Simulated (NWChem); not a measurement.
Molecule: InHF$_{2}$; SMILES [F][InH][F]

```xyz
4

In     0.0000     0.0000    -0.2784
H      0.0000     0.0000    -1.9715
F     -1.5765     0.0000     0.8675
F      1.5765     0.0000     0.8675
```
Atoms are numbered in this order, from 1.

Computed with NWChem. Geometry: optimised at PBE0/def2-SVP. def2 effective core potentials on In; no spin-orbit coupling. Ions are spin-unrestricted doublets at the neutral geometry; other ion states weren't tried.

Question: What does the run give for Hartree-Fock/def2-SVP? Quantities: vertical ionisation energy, ΔSCF (eV); −ε(HOMO) (eV).

Answer: 
- vertical ionisation energy, ΔSCF (eV): 12.52
- −ε(HOMO) (eV): 13.58
